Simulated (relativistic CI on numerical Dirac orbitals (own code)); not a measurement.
Ti³⁺: resonant inelastic scattering at the M2,3 edge

Computed with this model: Dirac-Coulomb-Breit CI, orbitals from a KLI potential per configuration, model QED (radiative potential, 1s self-energy scaled to tabulated hydrogen-like ionisation energies), Kramers-Heisenberg scattering through one core-hole configuration in a parametric crystal field, unscaled Slater integrals; configurations [Ar] 3d → [Ne] 3s2 3p5 3d2; 10 K; core-hole width 0.48 eV; summed over polarisations. Incident energies are the highest absorption maxima for each field (at most a few, so the weaker spin-orbit partner edge can be absent), on the computed scale of the free ion. Intensities are in per cent of the strongest line above 0.02 eV; levels within 1 cm⁻¹ are merged; final levels count from the ground level, the first row holds all elastic scattering, lines under 0.4 are left out and each table stops after 24 rows. The scale of the Slater integrals is a model choice and moves the terms in proportion.

Field parameters in Wybourne normalisation: D3d B²₀ = −7Dσ, B⁴₀ = −14Dq − 21Dτ, B⁴₃ = −14√(10/7) Dq. The field is a parameter set, without covalency.

S is read from ⟨S²⟩ = S(S + 1).

D3d, 10Dq = 22500, Dσ = -1200, Dτ = 310 cm⁻¹:

```tsv
Final level (eV)	Degeneracy	Irrep	S	47.4 eV	51.9 eV	52.4 eV
0.000	2	Γ5+Γ6	0.50	295.1	365.9	156.3
0.021	2	Γ4	0.50	19.4	100.0	17.4
0.231	2	Γ4	0.50	10.5	86.9	87.8
3.071	2	Γ4	0.50	18.7	60.6	73.5
3.076	2	Γ5+Γ6	0.50	26.3	53.5	58.2
```

D3d, 10Dq = 22500, Dσ = -860, Dτ = 310 cm⁻¹:

```csv
Final level (eV),Degeneracy,Irrep,S,47.4 eV,51.9 eV,54.5 eV
0.000,2,Γ5+Γ6,0.50,285.8,349.2,23.1
0.020,2,Γ4,0.50,22.8,106.3,4.3
0.095,2,Γ4,0.50,14.0,100.0,9.2
3.008,2,Γ4,0.50,21.1,54.5,59.6
3.012,2,Γ5+Γ6,0.50,27.1,48.9,59.1
```

For the first field the strongest loss at the lowest incident energy is the level at 3.08 eV (S = 0.50, against 0.50 in the thermal ground state).
